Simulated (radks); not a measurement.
Task: The mean radii <r> (bohr) of the occupied orbitals of an atom or ion are listed with their occupations. All-electron calculation, scalar-relativistic Kohn-Sham, BLYP, spin-unpolarised, spherical densities, point nucleus. Program: a radial shooting solver on a logarithmic mesh with Libxc functionals.

orbital  occ.      <r>
1s          2  0.02558
2s          2   0.1097
2p          6  0.09618
3s          2   0.2920
3p          6   0.2900
3d         10   0.2666
4s          2   0.6739
4p          6   0.7157
4d         10   0.8007
5s          2    1.637
5p          6    1.924
6s          2    4.770

Name the element and its charge.

Result: Z = 56, barium, charge 0: Ba in [Xe] 6s2. The 1s radius gives Z: for a bare nucleus <r> = (2 gamma + 1)/(2Z) with gamma = sqrt(1 - (Z/c)^2), 0.02523 bohr for Z = 56, and screening makes it slightly larger (0.02558 here). The occupations add up to 56, and the charge is Z minus that.
